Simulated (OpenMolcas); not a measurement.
# Fe3+, Ru3+, Os3+: d5 down the group

```yaml
Program: OpenMolcas
Method: CASSCF
Basis: ANO-R2
Scalar_Hamiltonian: X2C, finite nucleus
Spin-orbit_coupling: state interaction with AMFI integrals over the reference wave functions, term energies averaged over their components
```

Active space for each ion: 5 electrons in 5 orbitals (d).

Computed levels in cm-1 above 6S 5/2:

```tsv
Level	Fe3+	Ru3+	Os3+
4G 7/2	37499	27731	25258
4G 11/2	37506	27785	25952
4G 9/2	37514	27847	26698
4P 1/2	43264	32139	29438
4D 7/2	46567	34079	32230
4D 1/2	46644	34719	35842
2I 11/2	53348	39551	36661
2I 13/2	53407	39991	39489
4F 5/2	62906	46313	45726
weight of 6S in the lowest level (%)	100	99	92
```

Mixed levels, with the weight of the term that names them: Os3+ 4P 1/2 (67 %), Os3+ 4D 1/2 (71 %), Os3+ 4F 5/2 (51 %).

Measured, with the error of the calculation in %. Measured levels: Fe3+ from Corliss and Sugar, J. Phys. Chem. Ref. Data 11, 135 (1982).

```tsv
Level	Fe3+
4G 11/2	32246 (+16.3)
4P 1/2	35407 (+22.2)
4D 7/2	38779 (+20.1)
4D 1/2	38897 (+19.9)
```

Without spin-orbit coupling 4G lies 37503, 27766, 25811 cm-1 above 6S in that order; the difference to the level 4G 7/2, of either sign, comes from spin-orbit coupling, which also lowers the zero.

Without dynamic correlation excited terms often stand tens of per cent too high (terms of higher spin than the ground term too low), and those without a measured partner can miss by more than the paired ones. Measured partners are found by configuration, term and J. A level has none where our copy of the source lacks it or the pairing is in doubt (some pairs that miss far off the trend of their configuration count as doubtful), and it then counts in no deviation. Levels of configurations outside the active space are missing.
